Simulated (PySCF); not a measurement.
Deuteron quadrupole couplings in `C=C[P@H+]1[C@H](CC)[C@@H]1CC`

C8H16P (charge +1).
Numbering: `[CH2:1]=[CH:2][P@H+:3]1[C@H:4]([CH2:5][CH3:6])[C@@H:7]1[CH2:8][CH3:9]` (hydrogens: H10, H11 on C1; H12 on C2; H13 on P3; H14 on C4; H15, H16 on C5; H17, H18, H19 on C6; H20 on C7; H21, H22 on C8; H23, H24, H25 on C9)

Geometry (GFN2-xTB, Å), atoms numbered from 1 in this order:
```
atom  x, y, z in Å
C1     3.991   -0.081    0.113
C2     2.864   -0.215   -0.573
P3     1.241   -0.104    0.167
C4    -0.212    0.467   -0.763
C5    -1.192    1.391   -0.081
C6    -0.630    2.804    0.008
C7    -0.157   -1.049   -0.509
C8    -1.145   -1.750    0.398
C9    -2.449   -2.013   -0.350
H10    4.010    0.107    1.175
H11    4.948   -0.156   -0.377
H12    2.839   -0.403   -1.640
H13    1.172    0.092    1.524
H14    0.018    0.765   -1.785
H15   -1.433    1.029    0.920
H16   -2.116    1.402   -0.662
H17   -1.336    3.460    0.507
H18   -0.434    3.207   -0.983
H19    0.304    2.808    0.572
H20    0.098   -1.636   -1.391
H21   -1.345   -1.152    1.289
H22   -0.718   -2.701    0.723
H23   -3.146   -2.534    0.299
H24   -2.909   -1.082   -0.671
H25   -2.272   -2.632   -1.225
```

Level: PBE0/pcSseg-1 (PySCF, non-relativistic); Q(2H) = 0.00286 b; rigid geometry, the same for H and D, with no vibrational averaging.

Question: Rank these positions by the coupling χzz of a deuteron there, largest first.
A. H17 (methyl hydrogen)
B. H11 (vinylic hydrogen)
C. H13 (P–H hydrogen)
D. H14 (methine hydrogen)

Answer: B (218 kHz), A (210 kHz), D (204 kHz), C (141 kHz).

Q: Give the electric field gradient Vzz (the principal value of largest size), its asymmetry and the 2H coupling at each hydrogen.

A: 
| atom | bonded to | bond length (Å) | Vzz (au) | η | χzz (kHz) |
| --- | --- | --- | --- | --- | --- |
| H10 | C1 | 1.078 | 0.3230 | 0.04 | 217 |
| H11 | C1 | 1.078 | 0.3239 | 0.02 | 218 |
| H12 | C2 | 1.084 | 0.3139 | 0.10 | 211 |
| H13 | P3 | 1.373 | 0.2102 | 0.11 | 141 |
| H14 | C4 | 1.089 | 0.3033 | 0.07 | 204 |
| H15 | C5 | 1.091 | 0.2992 | 0.05 | 201 |
| H16 | C5 | 1.092 | 0.2984 | 0.03 | 201 |
| H17 | C6 | 1.086 | 0.3131 | 0.03 | 210 |
| H18 | C6 | 1.087 | 0.3116 | 0.03 | 209 |
| H19 | C6 | 1.091 | 0.3082 | 0.05 | 207 |
| H20 | C7 | 1.089 | 0.3030 | 0.07 | 204 |
| H21 | C8 | 1.091 | 0.3000 | 0.06 | 202 |
| H22 | C8 | 1.092 | 0.2977 | 0.03 | 200 |
| H23 | C9 | 1.086 | 0.3134 | 0.03 | 211 |
| H24 | C9 | 1.086 | 0.3150 | 0.04 | 212 |
| H25 | C9 | 1.087 | 0.3118 | 0.04 | 210 |

Q: Average by the element that carries the hydrogen.

A: on C: 208 kHz over 15 positions, mean bond length 1.087 Å; on P: 141 kHz over 1 position, mean bond length 1.373 Å.

Q: How does χzz go with the bond length over the 15 C–H bonds?

A: A straight-line fit has a slope of -12.0 kHz for each 0.01 Å, with a correlation coefficient of -0.95, over lengths from 1.078 to 1.092 Å. The longer bonds have the smaller couplings here.

Q: A static deuteron (I = 1) shows a doublet split by (3/2)χ, (3/4)χ(1 + η) and (3/4)χ(1 − η) with the field along z, y and x of the gradient. What are these for H12?

A: With |χ| = 210.9 kHz and η = 0.102: 316, 174 and 142 kHz, to first order and without motion.

One conformer (not necessarily the lowest) at the GFN2-xTB geometry, without solvent, vibrations or thermal averaging. GFN2-xTB bond lengths can be off by several hundredths of an ångström, more for odd bonds, and the gradients follow them. These gradients aren't converged with respect to the basis.
